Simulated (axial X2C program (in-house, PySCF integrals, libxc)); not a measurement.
# TmBr⁺: a free-ion multiplet in an axial field

Calculated with an axial X2C code built on PySCF integrals: two-component X2C with atomic mean-field Coulomb and Gaunt terms, basis Tm dyall-v3z, Br dyall-v3z (cores contracted in-house). Orbitals come from Hartree–Fock averaged over the configuration Tm f13 s0; CI then distributes these electrons over the f, s shells of Tm.

R = 2.614 Å.

**Question.** Which level do Hund's rules give for f13, how many Ω levels does it split into, and what is its Landé factor?

**Answer.** S = 1/2, L = 3, J = 7/2 (2F7/2). It gives Ω = 1/2 to 7/2, 4 levels. gJ = 3/2 + [S(S+1) − L(L+1)]/[2J(J+1)] = 1.143, so g∥ = 2gJΩ.

The computed levels compare thus:

```tsv
Ω	energy (cm⁻¹)	g∥ computed	2gJΩ
1/2	0	1.15	1.14
3/2	114	3.45	3.43
5/2	349	5.74	5.71
7/2	699	8.00	8.00
```

The 4 lowest levels are just these Ω; they span 699 cm⁻¹, the lowest has Ω = 1/2, and the next level lies at 8623 cm⁻¹. Departures of g∥ from 2gJΩ come from intermediate coupling and from mixing with the higher-lying level J − 1 of the term. The computed g∥ is the magnitude of 2⟨Lz + ge Sz⟩.

There is no dynamic correlation: spin–orbit spacings and, for f shells, spacings inside one term are the most reliable numbers, splittings between terms come out too wide, and energies between configurations are not reliable, so the lowest level need not be the ground state of the molecule. At most 4 roots were kept for each Ω > 0 (twice that for Ω = 0) within 2.2 eV of the lowest, so higher up levels can be missing between those listed; levels with Ω > 0 are doubly degenerate and listed once, Ω = 0 levels singly. States that fill the shells left empty in the average are placed too high.
